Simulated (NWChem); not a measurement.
Molecule: CH3BeI; SMILES [CH3][Be][I]

Results from NWChem. Medium grid unless said otherwise, to which SCAN and Minnesota functionals are sensitive. Coordinates come from a PBE0/def2-SVP optimisation. def2 effective core potentials on I; no spin-orbit coupling.

Question: Among these, which level gives the highest value of “dipole (D)”?
(A) B3LYP/def2-TZVP
(B) B3PW91/def2-TZVP
(C) Hartree-Fock/def2-TZVP
(D) M06-L/def2-TZVP

Answer: C, Hartree-Fock/def2-TZVP. Values: M06-L/def2-TZVP 0.75; B3LYP/def2-TZVP 0.95; B3PW91/def2-TZVP 0.99; Hartree-Fock/def2-TZVP 1.22
